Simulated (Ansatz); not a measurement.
Consider the ligand exchange at the Si–C bond: `N[SiH2]C[SiH2]N` + `[AlH2][SH]` → `N[SiH2][S][AlH2]` + `C[SiH2]N`.

Program: Ansatz. Geometries: PBE0-D4/def2-TZVP. ΔE: electronic, gas phase. CCSD(T)/CBS adds triple-zeta CCSD(T) − MP2 to the extrapolated MP2 energy (def2 sets, frozen cores). This one scheme is used for every species. Functionals use def2-TZVPP. One conformer a species, not always the lowest.

```json
{"level": "PBE-D4", "ΔE (kcal/mol)": "-14.5"}
{"level": "r2SCAN-D4", "ΔE (kcal/mol)": "-14.8"}
{"level": "CCSD/def2-TZVPP", "ΔE (kcal/mol)": "-13.4"}
{"level": "MP2/CBS(def2)", "ΔE (kcal/mol)": "-15.5"}
```

(1) What does CCSD(T)/CBS give? (Estimate.)

Largest T1 diagnostic among the species: 0.011.

Results:

(1) Computed: -14.4 kcal/mol. The listed levels differ from it by -0.1, -0.4, 1.0, -1.1 kcal/mol.

In def2-TZVPP, CCSD(T) changes the Hartree–Fock value by +2.4 kcal/mol (the triples alone add +0.0 kcal/mol) and MP2 by +1.4 kcal/mol. The D4 term adds +1.2 kcal/mol with B3LYP and +0.7 kcal/mol with PBE0; it sums over pairs of atoms, weighted by their polarisabilities, and B3LYP, whose exchange is more repulsive, gets the larger term.

B3LYP here is the variant with VWN-RPA as its local correlation; programs differ in this.
